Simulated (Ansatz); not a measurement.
```xyz
5

F    -0.958    1.012    0.766
Si   -0.062   -0.064    0.042
F     0.963   -0.622    1.102
Cl    0.959    0.829   -1.452
H    -0.902   -1.154   -0.458
```

Charge 0, multiplicity 1.

Task: List the ωB97M-V/def2-TZVPP orbital energies in eV (Ansatz 0.2.0). (Estimate.)

Result: The calculation gave: Occupied: -2772.56, -1809.84, -678.21, -678.21, -262.98, -200.44, -200.33, -200.33, -150.64, -104.79, -104.79, -104.72, -37.10, -36.59, -26.59, -19.27, -17.21, -16.76, -16.54, -15.57, -15.16, -14.92, -13.23, -12.42, -12.29. Lowest empty: 2.40, 2.65, 2.92, 4.28, 5.56, 5.90, 6.56, 6.61.
